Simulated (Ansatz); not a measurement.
Molecule: sum formula HSiO2Br2, charge 0, multiplicity 2. It need not be the lowest isomer of its formula. 
Coordinates optimised at B3LYP-D3(BJ)/def2-TZVP (Ansatz, a program for electronic structure):
```
Si
O 1 1.6216
H 2 0.9633 1 117.65
O 1 1.6275 2 117.23 3 45.48
Br 1 2.1925 2 105.66 3 175.11
Br 1 2.2320 2 113.21 3 -60.96
```
Charge 0, spin multiplicity 2.

Dipole moments at this geometry, in debye (magnitudes).

```json
[
 {"level": "B97M-V/def2-TZVPD", "program": "Ansatz", "dipole (D)": "1.70"},
 {"level": "BHLYP/def2-TZVPD", "program": "Ansatz", "dipole (D)": "(withheld)"},
 {"level": "r2SCAN0/def2-TZVPD", "program": "Ansatz", "dipole (D)": "1.62"},
 {"level": "CAM-B3LYP/def2-TZVPD", "program": "Ansatz", "dipole (D)": "1.64"},
 {"level": "wB97M-V/def2-TZVPD", "program": "Ansatz", "dipole (D)": "1.61"},
 {"level": "CCSD(T)/def2-SVPD", "program": "Ansatz", "dipole (D)": "(withheld)"}
]
```

Question: Complete the blanks.

Answer: 
- BHLYP/def2-TZVPD, dipole (D): 1.58
- CCSD(T)/def2-SVPD, dipole (D): 1.59
